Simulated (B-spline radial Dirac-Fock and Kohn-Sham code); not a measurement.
Photoionisation of copper ions at Ag Kα (22162.9 eV)

Model: the independent-particle Dirac-Slater model, thresholds from Dirac-Fock. Program: a radial B-spline solver. Cross sections in kb; a dash marks an empty subshell or a threshold above the photon energy.

```csv
ion,configuration,total,2s,2p3/2,3p1/2,3p3/2,3d5/2
Cu⁴⁺,[Ar] 3d7,2.639,0.188,0.0408,0.00336,0.00591,6.68e-05
Cu⁹⁺,[Ar] 3d2,2.646,0.189,0.0408,0.00408,0.00722,2.94e-05
Cu¹¹⁺,[Ne] 3s2 3p6,2.650,0.190,0.0409,0.00445,0.00789,–
Cu¹⁶⁺,[Ne] 3s2 3p1,2.654,0.193,0.0420,0.000899,0.00160,–
Cu¹⁹⁺,[He] 2s2 2p6,2.617,0.196,0.0426,–,–,–
Cu²¹⁺,[He] 2s2 2p4,2.616,0.207,0.0307,–,–,–
Cu²²⁺,[He] 2s2 2p3,2.616,0.212,0.0240,–,–,–
Cu²³⁺,[He] 2s2 2p2,2.616,0.218,0.0168,–,–,–
Cu²⁷⁺,1s2,2.387,–,–,–,–,–
```

Values without a named source are computed, but for edge energies of neutral atoms, which are taken from tables.
